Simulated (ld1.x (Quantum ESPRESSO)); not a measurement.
**Logarithmic derivatives: Ag, RRKJ**

```json
{
 "Element": "silver (Ag)",
 "Generator": "ld1.x (Quantum ESPRESSO) 7.5",
 "Type": "norm-conserving RRKJ (Kleinman–Bylander form)",
 "Functional": "PBE",
 "Relativity": "scalar-relativistic",
 "Frozen core": "[Ar] 3d10",
 "Valence charge": "19",
 "Reference configuration": "4s2 4p6 4d10 5s1 5p0",
 "Partial waves": "4s (bound): rc 1.00 bohr; 4d (bound): rc 1.90 bohr; 4p (bound): rc 1.20 bohr",
 "Local potential": "the p channel",
 "Core correction": "a·sin(br)/r model core inside 0.80 bohr",
 "rho0": "0.005"
}
```

Occupied shells without a wave of their own: 5s. They enter only through the test configuration that unscreens the potential, and ld1.x also counts them in the model core charge.

The phase is arctan(r·u′/u) with u = r·R(r), unwrapped; energies in Ry, scanned from -9 to 5 Ry. A pole is an energy at which the radial function vanishes at the test radius. The pseudo phase is shifted by a multiple of π to meet the all-electron one at the reference energy, and phase errors are pseudo minus all-electron; the curves can meet again beyond the range given. Levels narrower than the energy grid can be missing from the lists of poles.

**Question.** For each channel, where are the poles, and over which energies does the pseudopotential scatter like the atom?

**Answer.**

```json
{"channel": "s", "radius (bohr)": "2.05", "reference energy (Ry)": "-6.99", "poles, all-electron": "-6.90", "poles, pseudo": "-6.90", "unbroken range about the reference energy with phases within 0.05 rad": "the whole range", "phase error 1 Ry above the reference energy (rad)": "-0.000"}
{"channel": "p", "radius (bohr)": "2.05", "reference energy (Ry)": "-4.30", "poles, all-electron": "-4.11", "poles, pseudo": "-4.11", "unbroken range about the reference energy with phases within 0.05 rad": "below 1.2", "phase error 1 Ry above the reference energy (rad)": "-0.000"}
{"channel": "d", "radius (bohr)": "2.05", "reference energy (Ry)": "-0.55", "poles, all-electron": "0.18", "poles, pseudo": "0.19", "unbroken range about the reference energy with phases within 0.05 rad": "below 3.1", "phase error 1 Ry above the reference energy (rad)": "+0.003"}
```

ld1.x takes every shell without a wave as core, so the model core holds the 5s electrons as well and exchange and correlation see them twice. This cancels in the reference configuration, but the file is broken for other ones, and its errors say nothing about a proper core correction.

Phases in the d channel:

```
E (Ry)  all-electron  pseudo
 -9.00         1.408   1.408
 -8.52         1.403   1.403
 -8.04         1.398   1.398
 -7.56         1.393   1.393
 -7.08         1.387   1.387
 -6.60         1.380   1.380
 -6.12         1.372   1.372
 -5.64         1.363   1.363
 -5.16         1.353   1.353
 -4.68         1.341   1.341
 -4.20         1.326   1.326
 -3.72         1.307   1.308
 -3.24         1.283   1.284
 -2.76         1.250   1.251
 -2.28         1.199   1.200
 -1.80         1.108   1.110
 -1.32         0.883   0.886
 -0.84        -0.103  -0.100
 -0.36        -1.281  -1.280
  0.12        -1.553  -1.551
  0.60        -1.665  -1.662
  1.08        -1.738  -1.732
  1.56        -1.800  -1.791
  2.04        -1.864  -1.850
  2.52        -1.942  -1.919
  3.00        -2.052  -2.009
  3.48        -2.227  -2.143
  3.96        -2.542  -2.364
  4.44        -3.101  -2.756
  4.92        -3.720  -3.341
```
